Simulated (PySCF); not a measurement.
Tc⁺: excitation energy

Tc⁺ [Kr] 4d5 5s1 (7S) → Tc⁺ [Kr] 4d6 (5D), as a difference of total energies. Computed with PySCF 2.14 in x2c-TZVPPall with one added diffuse shell each of s, p, d, f type (9s7p7d3f1g, 95 functions), with the spin-free X2C one-electron Hamiltonian (Gaussian nucleus). Correlated levels: valence and next inner shell: [Ar] 3d10 frozen. The calculations carry no spin-orbit coupling.

```tsv
method	excitation energy (cm⁻¹)
UHF	11614
MP2 (valence and next inner shell)	6784.6
SCS-MP2 (valence and next inner shell)	3739.5
CCSD (valence and next inner shell)	6535.3
CCSD(T) (valence and next inner shell)	6156.4
```

A first-order spin-orbit estimate (lowest level to lowest level, LS coupling) adds -0.105 eV.
